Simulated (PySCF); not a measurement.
C₄H₄F₂, SMILES C=C=CC(F)F.

The structure is a stationary point at TPSSh-D3(BJ)/def2-SVP. The values are those of a single conformer.

Two levels are set side by side: PBE/def2-TZVP (PySCF) and HF/def2-TZVP (PySCF). Same geometry, gas phase. Differences are taken from unrounded values.

```csv
quantity,HF
orbital gap (eV),14.43
highest occupied level (eV),-10.95
lowest empty level (eV),3.48
dipole moment (D),2.98
mean polarisability (bohr³),50.0
```

### Question
What does PBE give, and how far is it from HF? (Estimate from the structure and the level; the computed values follow.)

### Answer

```tsv
quantity	PBE	PBE minus HF
orbital gap (eV)	5.60	-8.84
highest occupied level (eV)	-7.03	3.92
lowest empty level (eV)	-1.43	-4.92
dipole moment (D)	2.41	-0.57
mean polarisability (bohr³)	53.0	3.0
```

PBE's occupied levels lie high since its potential decays too fast outside the molecule; exact exchange lowers them and widens the gap. PBE's more diffuse valence density responds more strongly to a field. Differences between two approximate levels are no errors against the true value.

Rough cost on one machine, each run with all the roots and properties that it gave: HF against PBE about 1/3.
